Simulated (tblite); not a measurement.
Parent: `[CH3:1][Si@@H:2]1[O:3][Si@@H:4]([Cl:5])[SiH2:6][SiH2:7]1` with C1–Si2–O3–Si4 -126°, Si2–O3–Si4–Cl5 -107°, O3–Si4–Si6–Si7 -8°, Si4–Si6–Si7–Si2 6°, CH9ClOSi4.

Computed geometry: GFN2-xTB, gas phase. One conformer each, not checked by frequencies here.

| coordinate of the parent | value |
| --- | --- |
| C1–Si2 | 1.898 Å |
| Si2–O3 | 1.648 Å |
| O3–Si4 | 1.633 Å |
| Si4–Cl5 | 2.025 Å |
| Si4–Si6 | 2.322 Å |
| Si6–Si7 | 2.353 Å |
| Si2–Si7 | 2.333 Å |
| C1–Si2–O3 | 106.3° |
| C1–Si2–Si7 | 115.1° |
| O3–Si2–Si7 | 100.4° |
| Si2–O3–Si4 | 139.7° |
| O3–Si4–Cl5 | 106.2° |
| O3–Si4–Si6 | 101.2° |
| Cl5–Si4–Si6 | 113.0° |
| Si4–Si6–Si7 | 98.6° |
| Si2–Si7–Si6 | 99.2° |

Q: How does the shared frame change in `[CH:1]#[C:2][Si@@:3]1([Cl:4])[O:5][Si@H:6]([CH3:7])[SiH2:8][SiH2:9]1`, C3H9ClOSi4? Atoms pair as C1 = C7, Si2 = Si6, O3 = O5, Si4 = Si3, Cl5 = Cl4, Si6 = Si9, Si7 = Si8 (parent first).

A: 
| parent | relative | value in the relative | change |
| --- | --- | --- | --- |
| C1–Si2 | C7–Si6 | 1.899 Å | +0.001 |
| Si2–O3 | Si6–O5 | 1.647 Å | -0.001 |
| O3–Si4 | O5–Si3 | 1.637 Å | +0.004 |
| Si4–Cl5 | Si3–Cl4 | 2.031 Å | +0.006 |
| Si4–Si6 | Si3–Si9 | 2.324 Å | +0.002 |
| Si6–Si7 | Si9–Si8 | 2.351 Å | -0.002 |
| Si2–Si7 | Si6–Si8 | 2.333 Å | 0.000 |
| C1–Si2–O3 | C7–Si6–O5 | 107.2° | +0.9 |
| C1–Si2–Si7 | C7–Si6–Si8 | 115.0° | -0.1 |
| O3–Si2–Si7 | O5–Si6–Si8 | 100.5° | +0.1 |
| Si2–O3–Si4 | Si6–O5–Si3 | 139.5° | -0.2 |
| O3–Si4–Cl5 | O5–Si3–Cl4 | 106.0° | -0.2 |
| O3–Si4–Si6 | O5–Si3–Si9 | 101.6° | +0.4 |
| Cl5–Si4–Si6 | Cl4–Si3–Si9 | 116.7° | +3.7 |
| Si4–Si6–Si7 | Si3–Si9–Si8 | 98.6° | 0.0 |
| Si2–Si7–Si6 | Si6–Si8–Si9 | 99.5° | +0.3 |

Of the parent's bonds, Si4–Cl5 changes most (+0.006 Å). Bonds of the relative outside the shared frame: C1≡C2 1.202, C2–Si3 1.853 Å. Point group C1 → C1.
